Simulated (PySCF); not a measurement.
Zr(OH)3(SH) (H4O3SZr), SMILES [OH][Zr]([OH])([OH])[SH], multiplicity 1.

Geometry: B3LYP-D3(BJ)/def2-SVP. The multiplicity is an assumed one; no other spin state was optimised. The structure was generated by enumeration; whether it is a known compound was not checked. The def2 effective core potentials stand for the cores of Zr; spin–orbit coupling is left out. One conformer was computed; it need not be the lowest.

All values below come from PBE0/def2-TZVP (PySCF).

```
Item                                                                                                           Result
---------------------------------------------------------------------------------------------  ----------------------
total energy                                                                                       -673.29787 hartree
point group                                                                                                        Cs
highest occupied level                                                                                       -6.92 eV
lowest empty level                                                                                           -0.49 eV
orbital gap                                                                                                   6.42 eV
dipole moment                                                                                                  3.49 D
quadrupole, principal values (traceless, Buckingham form, about the centre of nuclear charge)  -10.89, 2.72, 8.17 D·Å
mean static polarisability                                                                      70.2 bohr³ (10.40 Å³)
polarisability, principal values                                                               64.5, 65.8, 80.2 bohr³
```
